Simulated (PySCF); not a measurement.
## PbBr⁺: one state, many levels of theory

State: ¹Σ⁺ (singlet), closed shell. Set-up: PySCF, scalar-relativistic core potentials, basis sets Pb def2-SVP with ECP60, Br def2-SVP. De refers to Pb⁺ + Br in their high-spin ground configurations, without counterpoise correction. A positive dipole points towards Br; it is taken about the centre of mass and depends on that origin.

```
      Level  Re (Å)  ωe (cm⁻¹)  De (eV)  μ (D)  CPU s a point (SCF and correlation, without the integrals)
        RHF   2.524        263      n/a  -4.59                                                        0.12
    RHF-MP2   2.519        266      n/a    n/a                                                         0.2
RHF-SCS-MP2   2.525        263      n/a    n/a                                                         n/a
   RHF-CCSD   2.527        261      n/a    n/a                                                         n/a
RHF-CCSD(T)   2.534        257      n/a    n/a                                                         2.2
        PBE   2.541        250      n/a  -3.25                                                        0.68
       TPSS   2.539        251      n/a  -3.49                                                           1
     r²SCAN   2.524        258      n/a  -3.55                                                         1.5
      B3LYP   2.538        253      n/a  -3.52                                                        0.83
       PBE0   2.517        261      n/a  -3.66                                                         1.4
       MN15   2.503        266      n/a  -3.62                                                           1
```

The bond length runs from 2.503 Å (MN15) to 2.541 Å (PBE).

Correlated steps freeze 13 core orbitals. Spin–orbit coupling is left out, which matters for elements this heavy, above all for dissociation energies.

The whole job (state search and all levels along the bond) took about 2.1 min on 1 thread of Intel Xeon Platinum 8259CL @ 2.50GHz (shared host), peak memory 0.7 GiB.
